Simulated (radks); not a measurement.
Q: Ru3.5+, 40.5 electrons, occupied as [Kr] 4d3 5s1.5 (fractional occupations, a model configuration). All-electron calculation, scalar-relativistic Kohn-Sham, r2SCAN, spin-unpolarised, spherical densities, finite nucleus; meta-GGA in the generalised Kohn-Sham scheme; Fermi nuclear charge, rms radius 4.4809 fm. Program: a radial shooting solver on a logarithmic mesh with Libxc functionals. Some entries of the table are withheld. Estimate them.

orbital  occ.  eigenvalue (eV)  <1/r> (bohr^-1)
1s          2        -22036.32              (1)
2s          2        -3227.640            10.38
2p          6        -2893.655              (2)
3s          2        -617.7676            3.608
3p          6        -507.0083            3.429
3d         10        -329.3945              (3)
4s          2        -128.8895              (4)
4p          6         -97.0933            1.238
4d          3         -50.5022              (5)
5s        1.5         -36.7394           0.5489

A: 
(1) 1s <1/r> (bohr^-1): 45.87
(2) 2p <1/r> (bohr^-1): 10.06
(3) 3d <1/r> (bohr^-1): 3.196
(4) 4s <1/r> (bohr^-1): 1.366
(5) 4d <1/r> (bohr^-1): 0.9774
